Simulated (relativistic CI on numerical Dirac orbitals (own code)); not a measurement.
**Sensitivity of the levels of Ru25+ to α and to the nuclear radius**

These numbers are calculated, not measured: Dirac-Coulomb-Breit CI, KLI orbitals optimised for each configuration, derivatives by finite differences, unscaled Slater integrals, QED left out (own radial code, finite nucleus).

CI space (outside the closed core [Ne]): 3s2 3p6 3d, 3s2 3p5 3d2, 3s 3p6 3d2, 3s2 3p6 4s, 3s2 3p6 4p, 3p6 3d3, 3p5 3d4. Double excitations out of closed p, d and f shells are left out; levels of such configurations are missing from the list, as are those of other unlisted configurations, and high levels can miss mixing partners.

With x = (α/α₀)² − 1 an excitation energy changes as ω = ω₀ + qx; K = 2q/ω₀ is the relative enhancement. Terms are leading LS components, so labels can repeat. The field-shift factor is F = δν/δ⟨r²⟩ for the transition from the lowest level.

Lowest level 3s2 3p6 3d 2D_3/2.

```
               Level  ω₀ (cm⁻¹)  q (cm⁻¹)  F (GHz/fm²)
   3s2 3p6 3d 2D_5/2      47244     47090        0.285
 3s2 3p5 3d2 4D°_1/2     973965     35270         1.77
 3s2 3p5 3d2 4D°_3/2     983628     36720         1.82
 3s2 3p5 3d2 4D°_5/2    1006206     51810         1.93
 3s2 3p5 3d2 4G°_7/2    1031904     51670         2.01
 3s2 3p5 3d2 2F°_5/2    1040011     42480         1.96
 3s2 3p5 3d2 4D°_7/2    1046591     63000         1.86
 3s2 3p5 3d2 4G°_9/2    1050785     65360         2.13
3s2 3p5 3d2 4G°_11/2    1066428     86760          2.3
 3s2 3p5 3d2 2D°_3/2    1074347     61570         1.97
 3s2 3p5 3d2 4P°_5/2    1075844     72720         2.09
 3s2 3p5 3d2 4P°_3/2    1083160     57860         1.77
 3s2 3p5 3d2 2G°_7/2    1099158     64640         2.13
```

At this charge energies of transitions that change n are usually good to better than 1 %, and those within a shell (Δn = 0) to a few per cent.

(1) Which transition from the lowest level has the largest |K|?

Results:

(1) 3s2 3p6 3d 2D_5/2 at 47244 cm⁻¹, K = 1.99.
